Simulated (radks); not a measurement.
Coulomb parameter of the 4d shell of the zirconium ion Zr+ in the model configuration [Kr] 4d2 5s1, as a second difference U = [E(n + 1) + E(n - 1) - 2 E(n)] / (1)^2 with all orbitals relaxed. "Bare": the charge of the atom changes with n. "Screened": the 5s shell takes up the change at fixed total charge, which measures U(4d,4d) + U(5s,5s) - 2 U(4d,5s). Method: scalar-relativistic Kohn-Sham, SCAN, spin-unpolarised, spherical densities, finite nucleus; meta-GGA in the generalised Kohn-Sham scheme; Fermi nuclear charge, rms radius 4.2694 fm; computed with a radial shooting solver on a logarithmic mesh with Libxc functionals.

case,configuration,E - E(n) (eV)
start,[Kr] 4d2 5s1,0.000
bare +1,[Kr] 4d3 5s1,-5.815
bare -1,[Kr] 4d1 5s1,14.521
screened +1,[Kr] 4d3,0.342
screened -1,[Kr] 4d1 5s2,0.294

U(bare) = 8.705 eV, U(screened by 5s) = 0.636 eV, against the Slater integral F0(4d,4d) = 11.603 eV with frozen orbitals.
